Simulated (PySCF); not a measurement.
This script is equivalent to a calculation on Mn (manganese, neutral).

```python
from pyscf import gto, scf, dft, mp, cc
import basis_set_exchange as bse
mol = gto.M(atom="Mn 0 0 0", charge=0, spin=5, symmetry="D2h",
            basis=gto.basis.parse(bse.get_basis("aug-cc-pVTZ", elements=["Mn"], fmt="nwchem", augment_diffuse=1)))
mf = dft.UKS(mol, xc="PBE")
mf.irrep_nelec = {'Ag': (6, 4), 'B1g': (1, 0), 'B2g': (1, 0), 'B3g': (1, 0), 'B1u': (2, 2), 'B2u': (2, 2), 'B3u': (2, 2)}
mf.kernel()
```

**Question.** What total energy does it give?

**Answer.** -1150.747 hartree (calculated).

**Question.** Which occupied shell lies highest, and where?

**Answer.** 4s β, at -4.419 eV.

**Question.** What is ⟨S²⟩, and what would a pure spin state give?

**Answer.** 8.762, against 8.75.
